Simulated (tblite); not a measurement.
Compound: C5H6F3PS.
Numbering: `[CH3:1][CH2:2][C:3]1=[CH:4][P@:5]1(=[S:6])[C:7]([F:8])([F:9])[F:10]` (hydrogens: H11, H12, H13 on C1; H14, H15 on C2; H16 on C4)

Structure optimised with GFN2-xTB, isolated species.

(1) List the bond lengths, angles and torsions at this level.

## Answers

(1) 
```json
{"bond": "C1–C2", "length (pm)": "152.6"}
{"bond": "C2–C3", "length (pm)": "146.8"}
{"bond": "C3=C4", "length (pm)": "134.1"}
{"bond": "C4–P5", "length (pm)": "180.2"}
{"bond": "P5=S6", "length (pm)": "193.3"}
{"bond": "P5–C7", "length (pm)": "190.4"}
{"bond": "C7–F8, C7–F9, C7–F10", "length (pm)": "133.4"}
{"bond": "C3–P5", "length (pm)": "181.4"}
{"bond": "C1–H11, C1–H12, C1–H13", "length (pm)": "108.7"}
{"bond": "C2–H14", "length (pm)": "109.4"}
{"bond": "C2–H15", "length (pm)": "109.4"}
{"bond": "C4–H16", "length (pm)": "107.0"}
```

Bonds in one row agree within 1 pm and their mean is given. A selection of angles:
```json
{"angle": "C2–C1–H11", "degrees": "110.0"}
{"angle": "H11–C1–H12", "degrees": "108.7"}
{"angle": "C1–C2–C3", "degrees": "111.3"}
{"angle": "C1–C2–H14", "degrees": "110.5"}
{"angle": "C1–C2–H15", "degrees": "110.7"}
{"angle": "C3–C2–H14", "degrees": "108.8"}
{"angle": "C3–C2–H15", "degrees": "108.6"}
{"angle": "H14–C2–H15", "degrees": "106.9"}
{"angle": "C2–C3–C4", "degrees": "142.7"}
{"angle": "C2–C3–P5", "degrees": "149.1"}
{"angle": "C4–C3–P5", "degrees": "67.7"}
{"angle": "C3–C4–P5", "degrees": "68.7"}
{"angle": "C3–C4–H16", "degrees": "140.8"}
{"angle": "P5–C4–H16", "degrees": "150.0"}
{"angle": "C4–P5–S6", "degrees": "132.1"}
{"angle": "C4–P5–C7", "degrees": "105.1"}
{"angle": "S6–P5–C7", "degrees": "116.5"}
{"angle": "C3–P5–C4", "degrees": "43.5"}
{"angle": "C3–P5–S6", "degrees": "133.2"}
{"angle": "C3–P5–C7", "degrees": "105.7"}
{"angle": "P5–C7–F8", "degrees": "111.1"}
{"angle": "F8–C7–F9", "degrees": "107.9"}
```

Torsions: C1–C2–C3–C4 -2° (synperiplanar); C2–C3–C4–P5 173° (antiperiplanar); C3–C4–P5–S6 -113° (anticlinal); C4–P5–C7–F8 -151° (antiperiplanar); C2–C3–P5–C4 -172° (antiperiplanar).

The 3 C–C bonds span 1.341 Å (C3=C4, drawn double) to 1.526 Å (C1–C2, drawn single), a spread of 0.185 Å. The 3-membered ring C3–C4–P5 has internal angles of 43.5° to 68.7°. P5 (phosphorus bonded to 3 C and S) has angles from 43.5° to 133.2°. All 3 C–F bonds measure 1.332 to 1.336 Å. The C–P distances run from 1.802 Å (C4–P5, drawn single) to 1.904 Å (P5–C7, drawn single), a spread of 0.102 Å.

Point group: C1 (no symmetry element, even within 0.4 Å). Its GFN2-xTB frequencies are all real (lowest 19 cm⁻¹). The numbers are those of one conformer.

The numbers are calculated, not measured.
